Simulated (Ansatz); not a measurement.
`BN=CF` + `B1N[SiH2]1` → `BN1B[SiH2]1` + `N=CF` at 500 K and 1 bar (ligand exchange at a B–N bond).

Program: Ansatz. Geometries: PBE0-D4/def2-TZVP. ΔE: electronic, gas phase. CBS: MP2 limit from def2 TZ/QZ plus the TZ coupled-cluster correction, frozen cores. This one scheme is used for every species. Each species was taken in one conformer, which may not be the lowest.

```
      species  CCSD(T)/CBS energy (Eh)  H − E (kJ/mol)  S (J/(mol·K))
      `BN=CF`               -219.13545           147.8          325.9
 `B1N[SiH2]1`               -370.97252           146.7          308.1
`BN1B[SiH2]1`               -396.37777           185.5          360.7
       `N=CF`               -193.72220           108.9          274.9
```

H − E and S are ideal-gas, rigid-rotor, harmonic terms from PBE0-D4/def2-TZVP, for one conformer and one mirror image of each species. 1 Eh = 2625.50 kJ/mol, R = 8.31446 J/(mol·K).

Q: By hand: ΔE, ΔH, ΔS and ΔG.

A: ΔE = (-396.37777) + (-193.72220) − (-219.13545) − (-370.97252) = 0.00800 Eh = 21.0 kJ/mol. Δ(H − E) = 185.5 + 108.9 − 147.8 − 146.7 = -0.1, so ΔH = 20.9 kJ/mol. ΔS = 360.7 + 274.9 − 325.9 − 308.1 = 1.6 J/(mol·K). ΔG = 20.9 − 500 × (1.6)/1000 = 20.1 kJ/mol.

Q: By hand: the equilibrium constant, and the temperature at which ΔG would vanish if ΔH and ΔS stayed fixed.

A: log₁₀ K = −ΔG/(RT ln 10) = -2.1. ΔG = 0 at ΔH/ΔS = 13062 K, far beyond where these terms or the molecules hold.

The number of gas molecules stays the same, so ΔS is small and ΔH decides. A doubt of 5 kJ/mol in ΔE shifts log₁₀ K by 0.5 here. Other conformers and mirror images would add mixing entropy, several J/(mol·K) or more a flexible species. These are equilibria of isolated gas molecules and say nothing of rates. Largest T1 diagnostic: 0.015 (customary marks: 0.02 for closed shells, 0.045 for open ones).
